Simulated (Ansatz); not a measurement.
`[F][AlH][SiH2]Cl` + PH₃ → `[F][AlH][PH2]` + `[SiH3]Cl` at 500 K and 1 bar (cleavage of the Al–Si bond).

Computed with Ansatz on PBE0-D4/def2-TZVP structures; ΔE is electronic, products minus reactants. CCSD(T)/CBS adds triple-zeta CCSD(T) − MP2 to the extrapolated MP2 energy (def2 sets, frozen cores). This one scheme is used for every species. One conformer a species, not always the lowest.

```tsv
species	CCSD(T)/CBS energy (Eh)	H − E (kJ/mol)	S (J/(mol·K))
`[F][AlH][SiH2]Cl`	-1092.58044	115.3	410.4
PH₃	-342.72256	81.5	231.4
`[F][AlH][PH2]`	-684.62569	103.5	350.5
`[SiH3]Cl`	-750.69636	92.3	281.7
```

H − E and S are ideal-gas, rigid-rotor, harmonic terms from PBE0-D4/def2-TZVP, for one conformer and one mirror image of each species. 1 Eh = 2625.50 kJ/mol, R = 8.31446 J/(mol·K).

**Question.** By hand: ΔE, ΔH, ΔS and ΔG.

**Answer.** ΔE = (-684.62569) + (-750.69636) − (-1092.58044) − (-342.72256) = -0.01905 Eh = -50.0 kJ/mol. Δ(H − E) = 103.5 + 92.3 − 115.3 − 81.5 = -1.0, so ΔH = -51.0 kJ/mol. ΔS = 350.5 + 281.7 − 410.4 − 231.4 = -9.6 J/(mol·K). ΔG = -51.0 − 500 × (-9.6)/1000 = -46.2 kJ/mol.

**Question.** By hand: the equilibrium constant, and the temperature at which ΔG would vanish if ΔH and ΔS stayed fixed.

**Answer.** log₁₀ K = −ΔG/(RT ln 10) = 4.8. ΔG = 0 at ΔH/ΔS = 5312 K, far beyond where these terms or the molecules hold.

The number of gas molecules stays the same, so ΔS is small and ΔH decides. A doubt of 5 kJ/mol in ΔE shifts log₁₀ K by 0.5 here. Other conformers and mirror images would add mixing entropy, several J/(mol·K) or more a flexible species. Modes under 60 cm⁻¹, often nearly free rotors, make the harmonic entropy too high. These are equilibria of isolated gas molecules and say nothing of rates. Largest T1 diagnostic: 0.014 (customary marks: 0.02 for closed shells, 0.045 for open ones).
